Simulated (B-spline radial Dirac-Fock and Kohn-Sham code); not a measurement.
**The Fe-like isoelectronic sequence (26 electrons), Z = 59 to 67**

These are calculated numbers from a radial finite-basis atomic code; the model is Dirac-Fock energy differences between relaxed states, corrected for Breit and QED terms. Binding energies in eV, tabulated ground configurations ([Ar] 3d8 throughout). Correlation and solid-state effects are left out.

```
  ion       1s    2p1/2      3s   3p1/2  outermost level  NIST ionisation energy
Pr³³⁺  43413.7   7831.1  2759.0  2595.7      2216.4 (3d)                2202 ± 5
Nd³⁴⁺  45069.9   8188.5  2899.6  2731.9      2336.1 (3d)                2321 ± 5
Pm³⁵⁺  46762.3   8555.3  3044.1  2871.8      2459.0 (3d)                2443 ± 5
Sm³⁶⁺  48491.1   8931.5  3192.3  3015.6      2584.9 (3d)                2569 ± 5
Eu³⁷⁺  50257.2   9317.3  3344.5  3163.3      2713.9 (3d)                2697 ± 4
Gd³⁸⁺  52060.8   9712.8  3500.6  3314.8      2846.0 (3d)                2827 ± 4
Tb³⁹⁺  53902.8  10118.2  3660.7  3470.2      2981.2 (3d)                2961 ± 4
Dy⁴⁰⁺        ?        ?       ?       ?                ?                       ?
Ho⁴¹⁺  57701.4  10959.0  3993.0  3793.1      3260.9 (3d)                3238 ± 4
```

Q: Fill in the row of Dy⁴⁰⁺.

A: 1s 55782.3, 2p1/2 10533.6, 3s 3824.8, 3p1/2 3629.7, outermost 3119.5 (3d), NIST 3098 ± 4 eV.

NIST's values are for the lowest levels; a dash marks a value that is missing or belongs to another shell. Their kind here: theoretical. Where a p, d or f shell is open in either ion the computed value averages over both j values and all terms, while the table refers to the lowest levels; that difference holds spin-orbit splitting (largest in heavy or highly charged ions), term energies where several electrons share open shells, and correlation, and it can reach 10 % or more.
